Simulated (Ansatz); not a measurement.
`C[Si](O)(F)Cl`, 9 atoms. Charge 0, multiplicity 1. All runs use 4 threads of a server CPU on a shared host. Correlated methods freeze the cores.

(1) Give the basis size and wall time and peak host memory of each of these runs in Ansatz. RKS PBE0-D4/def2-QZVPP energy; RKS PBE0-D4/def2-TZVP relaxation (8 steps); RKS ωB97M-V/def2-TZVPP energy and forces; RKS BHLYP-D4/def2-TZVPP energy; RHF-MP2/def2-QZVPP energy; RHF-CCSD(T)/def2-TZVPP energy; direct RPA on PBE orbitals/def2-TZVPP energy; RKS ωB97M-V/def2-QZVPP energy; RKS PBE0-D4/def2-SVP energy; RHF-CCSD(T)/def2-SVP energy; RKS r2SCAN-D4/def2-TZVPP energy and forces; RKS PBE0-D4/def2-TZVP frequencies. (An estimate is asked.)

Results:

(1) Ansatz gave: Other jobs shared the machine, so times are rough.

```csv
level,job,functions,wall time,peak host memory (GiB)
RKS PBE0-D4/def2-SVP,energy,98,0.95 s,0.2
RKS BHLYP-D4/def2-TZVPP,energy,233,2.8 s,0.61
RHF-CCSD(T)/def2-SVP,energy,98,3.3 s,0.4
direct RPA on PBE orbitals/def2-TZVPP,energy,233,4.1 s,0.51
RKS r2SCAN-D4/def2-TZVPP,energy and forces,233,4.3 s,0.34
RKS PBE0-D4/def2-QZVPP,energy,431,7.5 s,1.5
RKS ωB97M-V/def2-TZVPP,energy and forces,233,10 s,0.83
RHF-MP2/def2-QZVPP,energy,431,16 s,2.2
RKS ωB97M-V/def2-QZVPP,energy,431,16 s,1.8
RKS PBE0-D4/def2-TZVP,relaxation (8 steps),191,26 s,0.5
RKS PBE0-D4/def2-TZVP,frequencies,191,110 s,0.5
RHF-CCSD(T)/def2-TZVPP,energy,233,110 s,4.2
```
